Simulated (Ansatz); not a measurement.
Born–Oppenheimer molecular dynamics of Cl$_{2}$FGe$_{2}$H$_{5}$ (10 atoms, charge 0, multiplicity 1). It starts at the highest image of a converged band. Of that band: A structure lower than the last end lies on the path between it and the top, so the climb from that side starts below the end, which may itself be a saddle point or a shallow side well. Neighbouring images differ by up to 1.6 eV, so the band resolves the path poorly. A vibrational analysis at the climbing image gives one clearly imaginary mode, 947i cm⁻¹: a first-order saddle point.

Level of theory: RHF/def2-SVP (Ansatz).

* ensemble: NVE (velocity Verlet)
* time step: 0.5 fs
* steps asked: 200
* starting velocities drawn for: 300 K
* seed: 2901

First frame:

```xyz
10
Properties=species:S:1:pos:R:3
Ge 0.117 -0.253 -0.069
H 0.164 0.060 1.685
Cl 2.010 0.386 -0.784
F -0.792 1.222 -0.071
Ge -1.271 -2.069 -0.950
H -2.101 -2.555 0.229
H -2.155 -1.450 -2.036
H -0.310 -3.103 -1.508
Cl 1.186 -2.341 1.376
H 0.524 -0.728 1.752
```

Question: What does the run give?

Answer: The run went to its last step.

```yaml
steps_done: 200
time_covered: 100 fs
mean_temperature_over_the_second_half: 2041 K
spread_of_the_potential_energy_over_the_second_half: 22.7 meV per atom
mean_potential_energy_of_the_second_half_above_the_start: -179.9 meV per atom
```

The conserved energy stayed within 0.16 meV per atom of its start (net change 0.056 meV per atom), so the integration is sound. The kinetic energy rose, since the run started high on the potential surface and went downhill. It ends in pieces (Cl2FGe2H3 + H2), so much of that is their flight and rotation, not heat. A run of 0.1 ps of so small a system gives no equilibrium averages. The orbitals stay closed-shell, which can raise the energy where a bond breaks towards radicals; this wasn't checked here.

Question: What happens to the structure?

Answer: Between its relaxed ends the band would form Ge1–Cl9, H2–H10 and break Ge1–H2, Cl9–H10. These pairs go: Ge1–Cl9 2.75 → 2.46 Å, H2–H10 0.87 → 0.74 Å, Ge1–H2 1.78 → 7.72 Å, Cl9–H10 1.78 → 7.55 Å. In the last frame they stand as after the step (other bonds may differ from the relaxed reactants and products). It ends as Cl2FGe2H3 + H2. Pairs count as bonded within 1.25 times the sum of covalent radii (0.12 Å more for H–H). The details hang on the random start.

Question: How do temperature and energy run in time?

Answer: 
| time (fs) | T (K) | potential energy less start (eV) | conserved less start (meV/atom) |
| --- | --- | --- | --- |
| 0 | 300 | 0.000 | 0.00 |
| 3 | 175 | 0.130 | 0.14 |
| 6 | 211 | 0.093 | 0.04 |
| 9 | 181 | 0.124 | 0.10 |
| 12 | 220 | 0.084 | 0.09 |
| 15 | 305 | -0.005 | 0.03 |
| 18 | 323 | -0.022 | 0.15 |
| 21 | 522 | -0.229 | 0.04 |
| 24 | 568 | -0.276 | 0.10 |
| 27 | 705 | -0.418 | 0.06 |
| 30 | 831 | -0.548 | 0.04 |
| 33 | 920 | -0.640 | 0.12 |
| 36 | 1117 | -0.844 | 0.07 |
| 39 | 1208 | -0.937 | 0.13 |
| 42 | 1438 | -1.176 | 0.04 |
| 45 | 1588 | -1.331 | 0.06 |
| 48 | 1761 | -1.510 | 0.07 |
| 51 | 1947 | -1.702 | 0.06 |
| 54 | 2015 | -1.773 | 0.12 |
| 57 | 2157 | -1.920 | 0.03 |
| 60 | 2103 | -1.864 | 0.07 |
| 63 | 2054 | -1.814 | 0.03 |
| 66 | 1955 | -1.711 | 0.07 |
| 69 | 1869 | -1.621 | 0.14 |
| 72 | 2012 | -1.770 | 0.07 |
| 75 | 2107 | -1.868 | 0.11 |
| 78 | 2317 | -2.086 | 0.01 |
| 81 | 2381 | -2.152 | 0.04 |
| 84 | 2325 | -2.094 | 0.09 |
| 87 | 2276 | -2.043 | 0.03 |
| 90 | 2034 | -1.792 | 0.13 |
| 93 | 1905 | -1.660 | 0.03 |
| 96 | 1678 | -1.425 | 0.07 |
| 99 | 1505 | -1.246 | 0.08 |

The run took 8.3 min on 4 threads of Arm Neoverse V1, with other jobs on the host, peak memory 0.41 GiB.
